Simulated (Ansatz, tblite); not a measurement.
Forces on Sn₂Pt at its r2SCAN-D4/def2-TZVP geometry. The state is a singlet with charge 0.

In the def2 sets Pt, Sn take a core potential; there is no spin–orbit coupling. The xTB rows come from tblite. At PBE-D4/def2-TZVP the restricted singlet is unstable: a solution with broken spin symmetry lies lower. At PBE-D4/def2-TZVP an occupied level lies above an empty one. The order of the spin states hangs on the level: the triplet lies 0.28 eV below the singlet at PBE0-D4/def2-TZVP, but 0.02 eV above it at GFN1-xTB. The structure comes from a short search, and lower isomers may exist.

GFN1-xTB (tblite), largest force 0.84 eV/Å:

```xyz
3
positions Å, forces eV/Å
Pt   -0.525   -0.815   -0.978    0.125    0.194    0.232
Sn   -0.957    0.238    1.285    0.627   -0.001   -0.566
Sn    1.482    0.577   -0.307   -0.752   -0.193    0.334
```

GFN2-xTB (tblite), largest force 0.50 eV/Å:

```
Pt -0.164 -0.255 -0.306
Sn 0.458 0.180 -0.092
Sn -0.293 0.076 0.398
```

PBE-D4/def2-TZVP (Ansatz), largest force 0.44 eV/Å:

```
Pt -0.166 -0.258 -0.310
Sn -0.193 0.091 0.336
Sn 0.360 0.168 -0.026
```
